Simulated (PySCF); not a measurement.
**Potassium: a sound run and one with changed settings**

Sound run: K²⁺ [Ne] 3s2 3p5, K³⁺ [Ne] 3s2 3p4. All numbers are calculated (PySCF 2.14, scalar relativity by spin-free X2C-1e, in cc-pVDZ-X2C (5s4p2d, 27 functions)). In the sound run the correlated levels freeze [Ne] 3s2. The sound run starts from symmetry-adapted Hartree-Fock orbitals and uses a fine grid where one is needed.

A second run was set up differently.

```csv
species,method,sound run (hartree),changed run (hartree),converged
K²⁺,MP2,-600.15206,-600.15480,yes
K²⁺,CCSD(T),-600.15215,-600.15559,yes
K³⁺,MP2,-598.43117,-598.43535,yes
K³⁺,CCSD(T),-598.43122,-598.43643,yes
```

Ionisation energy of K²⁺:

```csv
method,sound run (eV),changed run (eV)
UHF,46.800,46.800
MP2,46.828,46.789
SCS-MP2,46.827,46.781
CCSD,46.829,46.780
CCSD(T),46.829,46.781
```

Task: What was changed?
A. a valence shell is frozen
B. minimal basis
C. too few SCF iterations
D. all electrons correlated in a valence basis

Result: D. A valence basis has no tight correlating functions, so it recovers only part of the core correlation, and not evenly between atom and ion.
